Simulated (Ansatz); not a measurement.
Born–Oppenheimer molecular dynamics of H₂S₂Sn (5 atoms, charge 0, multiplicity 1). It starts from a relaxed structure.

Theory: RKS PBE-D4/def2-SVP (Ansatz 0.2.0).

| Quantity | Value |
| --- | --- |
| ensemble | NVT, Langevin thermostat |
| time step | 0.25 fs |
| steps asked | 300 |
| set temperature | 1000 K |
| friction | 0.005 /fs |
| seed | 198458 |

First frame:

```xyz
5
Properties=species:S:1:pos:R:3
S -1.828 -0.111 -0.518
Sn -0.210 1.713 -0.004
S 1.813 0.350 0.503
H -0.971 -1.152 -0.325
H 1.245 -0.873 0.302
```

(1) How far do the bonds stretch over the last three quarters of this one trajectory? (Pairs bonded in most of those frames.)

Answers

(1) 
| bond | mean (Å) | spread (Å) | shortest | longest |
| --- | --- | --- | --- | --- |
| S1–Sn2 | 2.526 | 0.019 | 2.49 | 2.55 |
| S1–H4 | 1.368 | 0.042 | 1.29 | 1.44 |
| Sn2–S3 | 2.550 | 0.015 | 2.53 | 2.57 |
| S3–H5 | 1.368 | 0.016 | 1.34 | 1.39 |

Mean temperature of the second half: 640 K. The mean temperature of the second half is 36 % below the set value. A run of 0.075 ps of so small a system gives no equilibrium averages.

The run took 5.4 min on 1 thread of Arm Neoverse V2, on a shared host, peak memory 0.096 GiB.
